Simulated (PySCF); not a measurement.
# Computed records: B$_{3}$GeH$_{6}$, B$_{2}$GeH$_{4}$N

Calculation on a computer-drawn molecule: optimised geometry and harmonic frequencies of an isolated molecule of the commonest isotopes, restricted reference for singlets and unrestricted otherwise, frozen core in MP2; on germanium a core potential holds 10 electrons, which the energies leave out, and 3d is frozen in MP2 and coupled-cluster steps. Program: PySCF 2.14.0.

Common to all runs: charge 1; multiplicity 1; method HF; basis cc-pVDZ; basis and core potential on germanium cc-pVDZ-PP ECP10MDF.

(1) B$_{3}$GeH$_{6}$

Start structure:
```xyz
10
B3GeH6
B     -1.4836     1.9400     1.3647
B     -1.3289     1.1665     0.0095
Ge    -1.1496     0.2589    -1.6908
B      0.1530    -1.2564    -1.4342
H     -0.9690     2.9373     1.7023
H     -2.3740     1.7403     2.1259
H     -0.6761     1.2322    -2.7715
H     -2.4502    -0.2431    -2.1617
H     -0.2697    -2.2528    -1.1030
H      1.3568    -1.0548    -1.6488
```

The calculation gives: rotational constants 10.07, 2.127, 1.825 GHz; total energy -370.5428 hartree; convergence status largest gradient component 2.901e-05 hartree/bohr.

Drawn bonds:
| atom | other atom | order |
| --- | --- | --- |
| 1 | 2 | 1 |
| 2 | 3 | 1 |
| 3 | 4 | 1 |
| 1 | 5 | 1 |
| 1 | 6 | 1 |
| 3 | 7 | 1 |
| 3 | 8 | 1 |
| 4 | 9 | 1 |
| 4 | 10 | 1 |

Optimised structure:
```xyz
10
B3GeH6
B     -1.7114     2.0640     1.5174
B     -1.4014     1.2488     0.0216
Ge    -1.0253     0.2539    -1.8098
B      0.2584    -1.3848    -1.5192
H     -0.9996     2.9664     1.8283
H     -2.6256     1.6943     2.1846
H     -0.4550     1.3941    -2.6496
H     -2.4455    -0.0947    -2.2480
H      0.6812    -1.6610    -0.4410
H      0.5330    -2.0129    -2.4918
```

Modes:
| frequency (cm⁻¹) | reduced mass (dalton) |
| --- | --- |
| 34.48 | 1.04 |
| 87.77 | 3.113 |
| 108 | 1.016 |
| 172.5 | 1.911 |
| 283.6 | 3.926 |
| 344.6 | 6.254 |
| 350.7 | 1.232 |
| 542.9 | 4.893 |
| 583.5 | 1.068 |
| 623.4 | 1.135 |
| 764.7 | 1.511 |
| 786.1 | 1.161 |
| 917.4 | 1.067 |
| 945.7 | 1.365 |
| 971.4 | 5.64 |
| 972.7 | 1.323 |
| 1227 | 1.153 |
| 1237 | 1.118 |
| 2248 | 1.016 |
| 2249 | 1.024 |
| 2736 | 1.048 |
| 2737 | 1.046 |
| 2851 | 1.129 |
| 2858 | 1.133 |

(2) B$_{2}$GeH$_{4}$N

Start structure:
```xyz
8
B2GeH4N
B      1.5796     0.6361    -0.2542
B      0.1126     0.1588     0.0129
N     -1.1004    -0.2433     0.1666
Ge    -2.7653    -0.7768     0.5636
H      2.4438    -0.1016    -0.3590
H      1.8830     1.7135    -0.3316
H     -3.2092    -0.9179     1.9638
H     -3.6747    -0.9923    -0.6613
```

It finds rotational constants 88.65, 1.586, 1.579 GHz; total energy -399.2598 hartree; convergence status largest gradient component 3.165e-05 hartree/bohr.

Drawn bonds:
| atom | other atom | order |
| --- | --- | --- |
| 1 | 2 | 1 |
| 2 | 3 | 1 |
| 3 | 4 | 2 |
| 1 | 5 | 1 |
| 1 | 6 | 1 |
| 4 | 7 | 1 |
| 4 | 8 | 1 |

Optimised structure:
```xyz
8
B2GeH4N
B      1.6475     0.6439    -0.2649
B      0.0416     0.1351     0.0238
N     -1.1548    -0.2440     0.2388
Ge    -2.7585    -0.7519     0.5273
H      2.4989    -0.1789    -0.3831
H      1.8772     1.8088    -0.3412
H     -3.2193    -0.9303     1.9511
H     -3.6633    -1.0061    -0.6510
```

Modes:
| frequency (cm⁻¹) | reduced mass (dalton) |
| --- | --- |
| 91.67 | 5.11 |
| 94.02 | 4.441 |
| 121.4 | 1.008 |
| 321.2 | 2.905 |
| 330.7 | 4.895 |
| 498.2 | 5.782 |
| 671.2 | 1.162 |
| 733.6 | 1.077 |
| 818.2 | 1.607 |
| 909.5 | 1.723 |
| 960.3 | 1.953 |
| 993.7 | 1.409 |
| 1255 | 1.14 |
| 1979 | 11.92 |
| 2352 | 1.014 |
| 2373 | 1.028 |
| 2746 | 1.05 |
| 2853 | 1.13 |
